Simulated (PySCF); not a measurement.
Rubidium: a sound run and one with changed settings

Sound run: Rb⁺ [Kr], Rb²⁺ [Ar] 3d10 4s2 4p5. Computed with PySCF 2.14 in x2c-SVPall (6s4p5d1f, 50 functions), with scalar relativity by spin-free X2C-1e. The sound run starts from symmetry-adapted Hartree-Fock orbitals and uses a fine grid where one is needed.

Changed run: radial step 1.2 in ln r (0.13 in the sound run). This setting is unsound on purpose.

```
species  method  sound run (hartree)  changed run (hartree)  converged
    Rb⁺     UHF          -2978.69172            -2978.69172        yes
    Rb⁺    MN15          -2982.32969            -2974.88315        yes
    Rb⁺  M06-2X          -2980.69567            -2985.22226        yes
   Rb²⁺     UHF          -2977.67677            -2977.67677        yes
   Rb²⁺    MN15          -2981.27201            -2973.80871        yes
   Rb²⁺  M06-2X          -2979.64598            -2984.04206        yes
```

Ionisation energy of Rb⁺:

```json
{"method": "UHF", "sound run (eV)": "27.618", "changed run (eV)": "27.618"}
{"method": "MN15", "sound run (eV)": "28.781", "changed run (eV)": "29.237"}
{"method": "M06-2X", "sound run (eV)": "28.564", "changed run (eV)": "32.115"}
```

A coarse radial grid mis-integrates the density and the exchange-correlation energy, with errors of either sign; Hartree-Fock needs no grid.

For comparison, NIST gives 27.290 eV between the lowest levels.
